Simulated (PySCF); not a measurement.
# Ca⁺ (calcium, charge +1): UHF calculation

Configuration: [Ar] 4p1, 2P determinant (an excited configuration). All numbers are calculated (PySCF 2.14, no relativity, point nucleus, in def2-QZVPPD).

```json
{
  "Total energy": "-676.463492 hartree",
  "One-electron energy": "-920.7115 hartree",
  "Hartree (Coulomb) energy": "279.3361 hartree",
  "Exchange energy": "-35.0881 hartree",
  "Kinetic energy": "676.45870 hartree",
  "⟨S²⟩": "0.7500",
  "⟨L²⟩": "2.000",
  "Sum of ⟨r⟩": "17.31 bohr",
  "Sum of ⟨r²⟩": "38.77 bohr²",
  "Traceless quadrupole moment −½Σ⟨3z² − r²⟩ along its main axis": "-9.28 e·bohr²",
  "Density at the nucleus (Gaussians lack the cusp)": "5280 bohr⁻³",
  "Spin density at the nucleus": "0.0340 bohr⁻³",
  "Langevin diamagnetic susceptibility": "-30.7 ×10⁻⁶ cm³/mol"
}
```

| shell | electrons | mean orbital energy (eV) | spread (eV) | rms radius, mean of both spins (bohr) |
| --- | --- | --- | --- | --- |
| 1s α | 1 | -4072.4 | 0 | 0.0896 |
| 1s β | 1 | -4072.4 | 0 | 0.0896 |
| 2s α | 1 | -465.69 | 0 | 0.395 |
| 2s β | 1 | -465.65 | 0 | 0.395 |
| 2p α | 3 | -378.87 | 0.051 | 0.363 |
| 2p β | 3 | -378.82 | 0.067 | 0.363 |
| 3s α | 1 | -68.875 | 0 | 1.24 |
| 3s β | 1 | -68.752 | 0 | 1.24 |
| 3p α | 3 | -44.397 | 0.061 | 1.37 |
| 3p β | 3 | -44.260 | 0.272 | 1.37 |
| 4p α | 1 | -8.427 | 0 | 4.82 |

Spin-orbit constants ζ (cm⁻¹) from the X2C one-electron operator on these orbitals (non-relativistic here): bare nucleus, nucleus screened by l(l+1)(2l+1)/3 electrons, and screened by the Breit-Pauli mean field of the electrons.

```
shell   bare  screened nucleus  mean field
   2p  20980             18880       17910
   3p   2067              1860        1748
   4p  122.6             110.3       103.1
```

To first order the Landé constant is A = 103.1 cm⁻¹, so the lowest level has J = 1/2 and lies 0.0128 eV below the centre of the term.
